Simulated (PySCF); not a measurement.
BI2, charge +1. Atoms are numbered in the order given.

```xyz
3

B      0.0000     0.0000     0.0000
I      0.0000     0.0000    -1.9744
I      0.0000     0.0000     1.9744
```
Charge +1, spin multiplicity 1.

Geometry: B3LYP-D3(BJ)/def2-TZVP. The def2 effective core potentials stand for the cores of I; spin–orbit coupling is left out.

These are TDA-CAM-B3LYP/def2-SVPD (PySCF) values and carry that method's errors.

Vertical excitations; the highest root listed may be one member of a degenerate set.  State labels are in the subgroup D2h.

Task: Give excitation energies, oscillator strengths and character. (The exact figures need the calculation; the answer reports its results.)

Result: 
```json
[
 {"state": "S1", "symmetry": "Au", "energy (eV)": "4.33", "λ (nm)": "286", "f": "0.000", "main pairs": "HOMO−1→LUMO 50 %, HOMO→LUMO+1 50 %"},
 {"state": "S2", "symmetry": "B1u", "energy (eV)": "4.50", "λ (nm)": "276", "f": "0.000", "main pairs": "HOMO→LUMO, HOMO−1→LUMO+1 (degenerate set)"},
 {"state": "S3", "symmetry": "Au", "energy (eV)": "4.50", "λ (nm)": "276", "f": "0.000", "main pairs": "HOMO→LUMO+1, HOMO−1→LUMO (degenerate set)"},
 {"state": "S4", "symmetry": "B1g", "energy (eV)": "5.41", "λ (nm)": "229", "f": "0.000", "main pairs": "HOMO−2→LUMO 50 %, HOMO−3→LUMO+1 50 %"},
 {"state": "S5", "symmetry": "Ag", "energy (eV)": "5.61", "λ (nm)": "221", "f": "0.000", "main pairs": "HOMO−3→LUMO, HOMO−2→LUMO+1 (degenerate set)"},
 {"state": "S6", "symmetry": "B1g", "energy (eV)": "5.61", "λ (nm)": "221", "f": "0.000", "main pairs": "HOMO−3→LUMO+1, HOMO−2→LUMO (degenerate set)"},
 {"state": "S7", "symmetry": "B2g", "energy (eV)": "6.29", "λ (nm)": "197", "f": "0.000", "main pairs": "HOMO−1→LUMO+2 (degenerate set)"},
 {"state": "S8", "symmetry": "B3g", "energy (eV)": "6.29", "λ (nm)": "197", "f": "0.000", "main pairs": "HOMO→LUMO+2 (degenerate set)"},
 {"state": "S9", "symmetry": "B1u", "energy (eV)": "6.36", "λ (nm)": "195", "f": "1.053", "main pairs": "HOMO−1→LUMO+1 42 %, HOMO→LUMO 42 %, HOMO−4→LUMO+2 13 %"},
 {"state": "S10", "symmetry": "B3g", "energy (eV)": "7.37", "λ (nm)": "168", "f": "0.000", "main pairs": "HOMO−4→LUMO 97 %"},
 {"state": "T1", "symmetry": "B1u", "energy (eV)": "3.95", "λ (nm)": "314", "f": "0", "main pairs": "HOMO→LUMO 50 %, HOMO−1→LUMO+1 50 %"},
 {"state": "T2", "symmetry": "B1u", "energy (eV)": "4.12", "λ (nm)": "301", "f": "0", "main pairs": "HOMO−1→LUMO+1, HOMO→LUMO (degenerate set)"},
 {"state": "T3", "symmetry": "Au", "energy (eV)": "4.12", "λ (nm)": "301", "f": "0", "main pairs": "HOMO−1→LUMO, HOMO→LUMO+1 (degenerate set)"},
 {"state": "T4", "symmetry": "Au", "energy (eV)": "4.33", "λ (nm)": "286", "f": "0", "main pairs": "HOMO→LUMO+1 50 %, HOMO−1→LUMO 50 %"}
]
```
Triplets are in the Tamm–Dancoff approximation.
